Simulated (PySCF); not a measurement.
**ISF₃: fields on a plane**

Method: PBE0/[I def2-SVP with ECP28, S def2-SVP, F def2-SVP], scalar-relativistic core potentials, density fitting, no spin–orbit coupling, PySCF.

The singlet minimum has I–F 1.929 Å, I–F 1.959 Å (×2), I–S 2.187 Å; F–I–F 83.5° (×2), F–I–F 165.4°, F–I–S 95.3° (×2), F–I–S 108.9°.

The plane holds I1 at (0.00, 0.00), S2 at (2.19, 0.00), F3 at (-0.18, 1.95) Å. Columns run from x = -2.25 to 4.35 Å, rows from y = 4.35 (top) to -1.95 Å, in steps of 0.3 Å. Other isomers or separated fragments may lie lower. Core electrons replaced by a potential are absent, the electrostatic potential uses the reduced nuclear charge, and values within about 0.7 Å of such atoms have no physical meaning.

Problem. Give the electrostatic potential (V) (cut at 20 V). Every second row and column.

Solution. 
```
-0.2 -0.3 -0.4 -0.4 -0.5 -0.4 -0.3 -0.3 -0.2 -0.1 -0.1 -0.1
-0.2 -0.4 -0.6 -0.7 -0.7 -0.6 -0.5 -0.3 -0.2 -0.2 -0.1 -0.1
-0.2 -0.5 -0.9 -1.0 -1.1 -1.0 -0.6 -0.4 -0.3 -0.2 -0.1 -0.1
-0.1 -0.6 -0.7  8.9  6.8 -0.9 -0.7 -0.4 -0.3 -0.2 -0.1  0.0
 0.2 -0.1  1.4 20.0 20.0  1.1 -0.2 -0.3 -0.4 -0.2  0.0  0.0
 0.9  1.4  3.2 15.7 15.5  4.8  2.0  1.4  1.0  0.4  0.2  0.2
 1.6  3.4 10.1 20.0 20.0 19.8  9.4 20.0 17.8  4.3  1.0  0.4
 1.9  4.7 19.0 20.0 20.0 20.0 20.0 20.0 20.0 12.2  1.9  0.6
 1.8  4.2 15.0 20.0 20.0 20.0 17.0 20.0 20.0  8.5  1.6  0.5
 1.3  2.4  5.9 15.8 20.0 10.0  4.6  6.1  5.0  1.7  0.6  0.3
 0.6  0.6  1.7 20.0 20.0  2.2  0.7  0.1 -0.1  0.0  0.1  0.1
```

Problem. Give the lowest empty orbital (Å^-3/2) at -3.89 eV (cut at ±0.3; overall sign arbitrary). Lower edges of the bins (Å^-3/2): '_' -0.300, '.' -0.242, ':' -0.183, '-' -0.125, '=' -0.067, '+' -0.009, '*' 0.050, '#' 0.108, '%' 0.166, '@' 0.225; top 0.28, each point printed twice.

Solution. 
```
++++++++++++++++++++++++++++++++++++++++++++++
++++++++++++++++++++++++++++++++++++++++++++++
++++++++++++++++++++++++++++++++++++++++++++++
++++++++++++++++++++++++++++++++++++++++++++++
++++++++++++++++++++++++++++++++++++++++++++++
++++++++++++++****++++++++++++++++++++++++++++
++++++++++++**##****++++++++++++++++++++++++++
++++++++++++**@@##**++++++++++++++++++++++++++
++++++++====--%%++++++++++++++++++++++++++++++
++++++++==--..__::============++++++++++++++++
++++++++++==----====++==========++++++++++++++
++++++**********++++++++==========++++++++++++
++++****##%%%%####**++++==========++++++++++++
++++**##%%@@##++++****++========++++++++++++++
++++**##@@@@--__::==++++====++++++++++++++++++
++++**##%%@@--__--==++++====++--++**++++++++++
++++**##%%%%##++++++++++====++++****++++++++++
++++****######****++++++====++++++++++++++++++
++++++++****++++++========++++++++++++++++++++
++++++++++====--==========++++++++++++++++++++
++++++++++================++++++++++++++++++++
++++++++++++**@@##++++++++++++++++++++++++++++
```
